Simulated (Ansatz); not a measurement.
Reaction (SMILES): [Cl][Ge] (Cl-Ge) → Cl atom + Ge atom
B3LYP-D3(BJ)/def2-TZVP geometries, fixed; electronic energies without zero-point terms.

The atomisation energy at MP2 with Ansatz (a quantum-chemistry and plane-wave program), in kcal/mol, split into its Hartree-Fock and correlation parts. Cores are frozen (with 3d on Ga to Br). Open shells are unrestricted. No added dispersion term, no relativity. Functions are those of the species that has most.

| basis | X | functions | Hartree-Fock | MP2 |
|---|---|---|---|---|
| aug-cc-pV(D+d)Z | 2 | 68 | 61.69 | 88.34 |
| aug-cc-pV(T+d)Z | 3 | 114 | 63.13 | 94.04 |
| aug-cc-pV(Q+d)Z | 4 | 182 | 63.35 | 96.48 |

Worked estimate of the basis-set limit from each neighbouring pair, with Hartree-Fock from the larger set and the correlation part extrapolated as X^-3.
Correlation parts: X = 2: 26.65, X = 3: 30.91, X = 4: 33.13.
- (2,3): (27·(30.91) - 8·(26.65))/19 = 32.70; with Hartree-Fock 63.13 the estimate is 95.83 kcal/mol.
- (3,4): (64·(33.13) - 27·(30.91))/37 = 34.75; with Hartree-Fock 63.35 the estimate is 98.10 kcal/mol.
The last two estimates differ by 2.27 kcal/mol; the largest set lies 1.62 from the last. Over the last step Hartree-Fock moves by 0.22 and the correlation part by 2.22.
